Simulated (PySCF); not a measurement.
H11Si6, doublet, at a GFN2-xTB geometry. Base run: DF-PBE/STO-3G run with PySCF.

Here is a job for PySCF.
```python
from pyscf import gto, scf, dft

mol = gto.M(
    atom='''
Si   -2.00928681    0.31082660    1.04009462
Si   -0.99917176    1.88841840   -0.30786964
Si    1.33189105    1.86714352   -0.19955031
Si    2.16544122   -0.29385339   -0.43750807
Si    0.52549777   -1.90244534   -0.79030876
Si   -1.22044177   -1.84448819    0.75266407
H    -1.87499552    0.71935075    2.45827646
H    -1.55553093    3.23387203   -0.11514543
H    -1.38026573    1.55425403   -1.69439246
H     1.70927656    2.39928772    1.12036694
H     1.97417437    2.80156719   -1.13565077
H     3.19097114   -0.33738215   -1.48875925
H     2.91262466   -0.65638541    0.77738508
H     1.09306438   -3.24634636   -0.95936981
H    -0.08846579   -1.63116720   -2.10228082
H    -0.77260544   -2.47247584    2.00725274
H    -2.32326312   -2.72299726    0.32701094
''',
    basis='sto-3g',
    spin=1,
    verbose=4,
)

mf = dft.UKS(mol)
mf.xc = 'pbe'
mf = mf.density_fit(auxbasis='def2-universal-jkfit')
mf.kernel()
```

Each row names what was changed in the base input (with any setting that the change needs).

```tsv
change	basis functions	E (Eh)	HOMO (eV)	dipole (D)	core-seconds (rough)
base	65	-1722.48181	-1.72	0.46	30
basis = LANL2DZ	70	-29.84500	-5.26	0.30	30
basis = 3-21G	[?]	[?]	[?]	[?]	40
basis = def2-SV(P)	130	-1742.04888	-5.26	0.13	60
basis = 6-31+G*	154	-1742.51048	-5.24	0.12	60
basis = 6-31G**	163	-1742.51446	-5.15	0.21	60
basis = pc-1	163	-1742.63258	-5.32	0.12	80
basis = def2-SVP	163	[?]	[?]	0.13	60
basis = cc-pVDZ	163	[?]	[?]	0.13	70
basis = pcseg-1	163	-1742.56515	-5.23	0.19	70
basis = 6-311G**	222	-1742.66366	-5.26	0.12	70
basis = def2-SVPD	[?]	[?]	-5.24	[?]	100
basis = 6-311++G**	257	-1742.66490	-5.26	0.10	90
```

Q: Complete the blanks.

A: 
- basis = 3-21G, basis functions: 100
- basis = 3-21G, E (Eh): -1733.36599
- basis = 3-21G, HOMO (eV): -5.21
- basis = 3-21G, dipole (D): 0.27
- basis = def2-SVP, E (Eh): -1742.06582
- basis = def2-SVP, HOMO (eV): -5.25
- basis = cc-pVDZ, E (Eh): -1742.60464
- basis = cc-pVDZ, HOMO (eV): -5.18
- basis = def2-SVPD, basis functions: 232
- basis = def2-SVPD, E (Eh): -1742.07912
- basis = def2-SVPD, dipole (D): 0.09

Totals compare only among sets that treat the same electrons; sets with core potentials leave the core out.

Open shells are given as the SCF converged; they aren't shown to be the lowest states, and a large step between rows can be another state.
